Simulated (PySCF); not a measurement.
C4H7Ga, SMILES C=[CH][GaH][CH]=C (B3LYP/def2-SVP optimised geometry):

```
12

Ga     0.227     0.000     0.000
H      1.805     0.000     0.000
C     -0.707     1.727     0.000
C     -0.037     2.893    -0.002
H     -1.805     1.778     0.001
H     -0.543     3.868    -0.002
H      1.059     2.931    -0.002
C     -0.707    -1.727    -0.001
C     -0.037    -2.893    -0.002
H     -1.805    -1.778     0.000
H     -0.543    -3.868    -0.003
H      1.059    -2.931    -0.003
```

Calculation: B3LYP/def2-TZVP (PySCF 2.14.0).

Question: What are the frontier orbital energies and the dipole moment?

Answer: HOMO-2 -7.85 eV, HOMO-1 -7.60 eV, HOMO -7.59 eV, LUMO -1.96 eV, LUMO+1 -0.12 eV; dipole moment 0.58 D.

Meta-Löwdin charges at B3LYP/def2-TZVP: Ga1 0.43, H2 -0.09, C3 -0.31, C4 -0.19, H5 0.11, H6 0.11, H7 0.11, C8 -0.31, C9 -0.19, H10 0.11, H11 0.11, H12 0.11.
